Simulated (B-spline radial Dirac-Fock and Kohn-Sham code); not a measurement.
Method: multi-electron Dirac-Fock with separately optimised hole states, Breit and Lamb-shift corrections added in first order. Computed with a radial B-spline solver. Correlation energy is missing from these numbers.

**Question.** An atom or ion in its tabulated ground configuration has these computed binding energies (the last is its least bound level). Which is it?

| level | binding energy (eV) |
| --- | --- |
| K | 65773.3 |
| L1 | 11708.7 |
| L2 | 11169.5 |
| N1 | 951.8 |
| N2 | 853.3 |
| N3 | 791.8 |
| N6,7 | 414.1 |

**Answer.** Hf¹⁷⁺: Z = 72 with 55 electrons, [Kr] 4d10 4f9. The hydrogen-like estimate √(E/Ry) = 69.5 for the K level lies 2.5 below Z (screening lowers it, relativity raises it); the outermost level, at 414.1 eV, fixes the charge.
